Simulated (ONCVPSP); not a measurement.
# Transferability test, ONCV potential for V

* Element: vanadium (V)
* Generator: ONCVPSP 4.0.1
* Type: optimised norm-conserving Vanderbilt (ONCV)
* Functional: PBE
* Relativity: scalar-relativistic
* Frozen core: [Ne]
* Valence charge: 13
* Reference configuration: 3s2 3p6 3d3 4s2
* Partial waves: 3s+4s: rc 1.85 bohr, ncon 3, nbas 7, qcut 6.6 1/bohr, 2 projectors; 3p: rc 1.45 bohr, ncon 4, nbas 8, qcut 11.4 1/bohr, 2 projectors, debl 1.4 Ha; 3d: rc 1.70 bohr, ncon 4, nbas 8, qcut 10.2 1/bohr, 2 projectors, debl 2.3 Ha
* Local potential: polynomial inside 1.30 bohr (lpopt 5, dvloc0 4 Ha)
* Core correction: none

In the p channel the program set the typed energies aside and used -1.618, 0.250 Ha.

Energies are relative to the spin-unpolarised reference configuration 3s2 3p6 3d3 4s2; without spin polarisation the order of configurations can differ from experiment.

(1) Give the all-electron excitation energy and the error of the potential for: 3s2 3p6 3d3 4s1; 3s2 3p6 3d3 4s0; 3s2 3p6 3d2 4s0; 3s2 3p6 3d2 4s2 4p1.

## Answers

(1)

| valence configuration | charge | ΔE all-electron (eV) | error AE − PS (meV) |
| --- | --- | --- | --- |
| 3s2 3p6 3d3 4s1 | +1 | 7.735 | -0.1 |
| 3s2 3p6 3d3 4s0 | +2 | 22.031 | +0.2 |
| 3s2 3p6 3d2 4s0 | +3 | 50.928 | +27 |
| 3s2 3p6 3d2 4s2 4p1 | 0 | 5.778 | +40 |
